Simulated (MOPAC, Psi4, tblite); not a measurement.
Two rigid molecules brought together: CH2O2 ··· H3B (SMILES O=CO and B). Monomers: optimised at B3LYP-D3(BJ) (def2-TZVP), held rigid. Orientation: lowest of the rigid-body minima from ten starts at GFN2-xTB (searched outside a hard wall at short contacts). R is the distance of the centres of mass, along which the second monomer moves. The shortest distances reach bonding range, where SAPT0 and rigid monomers are unreliable.

- PM3, restricted, heats of formation (MOPAC)
- AM1, restricted, heats of formation (MOPAC)
- GFN2-xTB (tblite)
- SAPT0/jun-cc-pVDZ, frozen core (Psi4)

Interaction energies in kJ/mol; the last columns give the difference from SAPT0:

| R / Å | PM3 | AM1 | GFN2-xTB | SAPT0/jun-cc-pVDZ | PM3 − SAPT0/jun-cc-pVDZ | AM1 − SAPT0/jun-cc-pVDZ | GFN2-xTB − SAPT0/jun-cc-pVDZ |
|---|---|---|---|---|---|---|---|
| 1.84 | -9.84 | 109.58 | 77.61 | 94.22 | -104.05 | 15.37 | -16.61 |
| 1.97 | -73.37 | 24.16 | 15.44 | 31.66 | -105.04 | -7.50 | -16.22 |
| 2.18 | -101.13 | -41.77 | -29.41 | -13.90 | -87.22 | -27.86 | -15.50 |
| 2.40 | -86.79 | -46.50 | -39.17 | -27.19 | -59.60 | -19.31 | -11.97 |
| 2.57 | -66.70 | -31.44 | -35.66 | -28.11 | -38.59 | -3.34 | -7.55 |
| 2.77 | -44.61 | -14.83 | -27.82 | -25.57 | -19.04 | 10.74 | -2.25 |
| 3.08 | -21.51 | -3.43 | -16.95 | -19.87 | -1.64 | 16.44 | 2.92 |
| 3.37 | -10.48 | -1.18 | -10.90 | -14.88 | 4.40 | 13.70 | 3.98 |
| 3.90 | -3.65 | -1.26 | -5.93 | -8.23 | 4.58 | 6.96 | 2.29 |
| 4.60 | -1.85 | -1.28 | -3.15 | -3.78 | 1.93 | 2.50 | 0.63 |
| 5.62 | -0.94 | -0.70 | -1.31 | -1.41 | 0.47 | 0.71 | 0.11 |
| 6.88 | -0.42 | -0.31 | -0.51 | -0.53 | 0.11 | 0.22 | 0.02 |

PM3 is furthest from SAPT0/jun-cc-pVDZ at 1.97 (-105.04 kJ/mol, below); its mean absolute difference over the points is 35.56 kJ/mol.

AM1 is furthest from SAPT0/jun-cc-pVDZ at 2.18 (-27.86 kJ/mol, below); its mean absolute difference over the points is 10.39 kJ/mol.

GFN2-xTB is furthest from SAPT0/jun-cc-pVDZ at 1.84 (-16.61 kJ/mol, below); its mean absolute difference over the points is 6.67 kJ/mol.
